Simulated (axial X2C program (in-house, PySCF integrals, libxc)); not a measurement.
## Curves of BrCl⁺ by EOM-IP-CCSD

Calculated with an in-house all-electron X2C program for linear molecules (integrals from PySCF): two-component X2C with atomic mean-field Coulomb and Gaunt terms, Gaussian nuclei, basis Br dyall-cv3z, Cl dyall-av3z with contracted cores.

Energies in eV from the lowest point of the lowest state; states are followed by energy order within each Ω. Reference: BrCl, 14 electrons correlated in 92 virtual spinors with an MP2 remainder; levels at this size can be off by some tenths of an eV. Masses 78.918 and 34.969 u.

```csv
R (Å),(1)Ω=3/2,(1)Ω=1/2,(2)Ω=3/2,(2)Ω=1/2,(3)Ω=1/2
1.972,0.1113,0.3612,3.7889,3.9451,5.2498
2.058,0.0000,0.2501,3.1365,3.2921,4.7112
2.144,0.0618,0.3114,2.7307,2.8861,4.3638
2.240,0.2628,0.5115,2.4843,2.6398,4.1342
2.337,0.5463,0.7941,2.3932,2.5492,4.0244
2.466,0.9828,1.2285,2.4253,2.5825,3.9983
```

Question: Fit the curves (1)Ω=3/2, (1)Ω=1/2 near their minima.

Answer: At EOM-IP-CCSD from BrCl (the fit fixes ωe to about one per cent; ωe of higher roots by this method can be off by ten per cent):

```tsv
state	Te (cm⁻¹)	Re (Å)	ωe (cm⁻¹)
(1)Ω=3/2	0	2.065	502.5
(1)Ω=1/2	2020	2.065	501.4
```

For BrCl at CCSD, and between the minima:

Re = 2.156 Å, ωe = 442.7 cm⁻¹; removing the electron costs 10.778 eV without zero-point terms.

No minimum in range: (3)Ω=1/2; the order of states may turn beyond it. T1 of the reference reaches 0.010 (Lee–Taylor). Curves followed by order can swap character. Number of frozen shells: Br 3 s, 2 p, 1 d; Cl 2 s, 1 p. Roots with under 60 % one-particle weight at any point are counted in the labels but not shown, and the list ends where the roots sought for some Ω run out; states that need a further excitation are missing and may lie low or lowest. Curves with a minimum but no constants failed the fit check.
